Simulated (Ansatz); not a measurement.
```xyz
9

C    -0.0335   -0.4773   -0.1482
C    -0.0342   -0.4889    1.1852
C     0.0471    0.7572   -0.9871
H    -0.0056   -1.4177   -0.7009
H     0.0077   -1.4373    1.7400
H    -0.0251    0.4952    1.7692
H     0.0451    1.7001   -0.3903
H     0.8919    0.7845   -1.5873
H    -0.8878    0.8368   -1.6569
```

Basis set: 6-31G* (spherical functions). Correlated methods keep 3 orbitals frozen. Charge 0, multiplicity 1.

Computed with Ansatz (development build ahead of 0.2.0); each method stands on the lowest determinant of its kind that the runs found. Restricted open shells among the atoms or ions are ROHF, correlated in semicanonical orbitals with singles.

The atomization energy at this shape (free ground-state atoms in the same class of orbitals less the molecule, no zero-point energy) of singlet C3H6:

```json
{"method": "RHF", "atomization energy": "653.24 kcal/mol"}
```

Q: What does RHF-MP2 give?

A: 790.98 kcal/mol. Caution: the shape is not the minimum.
